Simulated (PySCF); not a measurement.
**B(2+): excitation energy**

B(2+) [He] 2s1 (2S) → B(2+) [He] 2p1 (2P), as a difference of total energies. Computed with PySCF 2.14 in dyall-acv3z (15s9p4d2f, 76 functions), with the non-relativistic Hamiltonian (point nucleus). Correlated levels: valence and next inner shell: nothing frozen; virtual orbitals above 40 to 60 times the deepest correlated orbital energy dropped. The calculations carry no spin-orbit coupling.

```json
{"method": "UHF", "excitation energy (cm⁻¹)": "48761"}
{"method": "LDA", "excitation energy (cm⁻¹)": "43173"}
{"method": "PBE", "excitation energy (cm⁻¹)": "42728"}
{"method": "PBE0", "excitation energy (cm⁻¹)": "44245"}
{"method": "r2SCAN", "excitation energy (cm⁻¹)": "43268"}
{"method": "wB97X-V", "excitation energy (cm⁻¹)": "45090"}
{"method": "PBEsol", "excitation energy (cm⁻¹)": "42943"}
{"method": "B97-3", "excitation energy (cm⁻¹)": "43046"}
{"method": "LC-wPBE", "excitation energy (cm⁻¹)": "44375"}
{"method": "MP2 (valence and next inner shell)", "excitation energy (cm⁻¹)": "48665"}
{"method": "SCS-MP2 (valence and next inner shell)", "excitation energy (cm⁻¹)": "48805"}
```
